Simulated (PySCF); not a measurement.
**Ionisation energy of Si²⁺ by level of theory**

Si²⁺ [Ne] 3s2 (1S) → Si³⁺ [Ne] 3s1 (2S), as a difference of total energies. Computed with PySCF 2.14 in aug-cc-pVDZ-DK, with scalar relativity by spin-free X2C-1e. Correlated levels: valence: [Ne] frozen. The calculations carry no spin-orbit coupling.

```csv
method,ionisation energy (eV),error (eV)
UHF,32.057,-1.436
LDA,33.623,+0.130
M06-L,33.352,-0.141
MP2 (valence),32.841,-0.652
SCS-MP2 (valence),32.998,-0.495
CCSD (valence),33.240,-0.253
```

Reference: 33.493 eV (measured; NIST Atomic Spectra Database, ionization energies).

Errors of the correlated levels include the incompleteness of this basis and the frozen core.

With two correlated electrons CCSD is exact in that space.
